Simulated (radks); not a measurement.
The neon ion Ne+, configuration [He] 2s2 2p5 (the NIST ground configuration). All-electron calculation, non-relativistic Kohn-Sham, TPSS, spin-polarised, spherical densities, point nucleus; open shells are filled with parallel spins first; meta-GGA in the generalised Kohn-Sham scheme. Program: a radial shooting solver on a logarithmic mesh with Libxc functionals.

Unscreened Slater integrals over Kohn-Sham orbitals (cm^-1). They are taken over the spin-up orbitals.

integral,value
"F0(2p,2p)",232730
"F2(2p,2p)",104550
"F0(2p,2s)",231610
"G1(2p,2s)",139920
"F0(2p,1s)",335080
"G1(2p,1s)",38427
"F0(2s,2s)",232400
"F0(2s,1s)",330200
"G0(2s,1s)",24603
"F0(1s,1s)",1308200

Derived for the open shells (J is the average intra-shell exchange parameter used in DFT+U). 2p: J = F2/5 = 20910 cm^-1.
